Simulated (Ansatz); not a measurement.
Gas-phase electronic energies from Ansatz, PBE0-D4/def2-TZVP geometries. CCSD(T)/CBS is the MP2 limit (def2-TZVPP, def2-QZVPP) plus CCSD(T) − MP2 in def2-TZVPP, frozen cores. Functionals use def2-TZVPP. For Ge outer-core shells are correlated without core-valence functions, which leaves a few kJ/mol of doubt a bond. Scalar relativity is left out up to krypton. One conformer a species, not always the lowest.

Consider the ligand exchange at a Ge–C bond: `C[C](=N)[GeH3]` + `NB(O)Cl` → `NB(Cl)[O][GeH3]` + `CC=N`.

```tsv
species	PBE0 energy (Eh)
`C[C](=N)[GeH3]`	-2211.77395
`NB(O)Cl`	-616.73438
`NB(Cl)[O][GeH3]`	-2694.67845
`CC=N`	-133.84128
```

**Question.** Work out ΔE.

**Answer.** ΔE = (-2694.67845) + (-133.84128) − (-2211.77395) − (-616.73438) = -0.01140 Eh = -29.9 kJ/mol. CCSD(T)/CBS gives -33.9 kJ/mol.

Largest T1 diagnostic among the species: 0.012.

From PBE to PBE0 (25 % exact exchange), in def2-TZVPP and without D4, ΔE moves by −4.9 kJ/mol. In def2-TZVPP, CCSD(T) changes the Hartree–Fock value by +21.3 kJ/mol (the triples alone add +2.6 kJ/mol) and MP2 by +22.6 kJ/mol.
